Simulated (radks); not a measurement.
Results of a calculation; reference values are marked as such.
Ionisation of neutral antimony, [Kr] 4d10 5s2 5p3, to Sb+, [Kr] 4d10 5s2 5p2, under several functionals. Dirac Kohn-Sham, spin-unpolarised, spherical densities, finite nucleus; open shells are shared between the two j in proportion to 2j + 1; a radial shooting solver on a logarithmic mesh with Libxc functionals. Known Delta-SCF values: PW91 8.392 eV; Wu-Cohen GGA 8.371 eV; exchange-only PBE 7.532 eV. What does AM05 give, and what is its highest occupied eigenvalue?

Answer. 8.310 eV by Delta-SCF; the 5p3/2 eigenvalue is -4.601 eV. NIST: 8.608 eV (measured).

Beside tabulated values, note that spin-unpolarised runs miss the spin-polarisation part of the exchange energy of open shells.
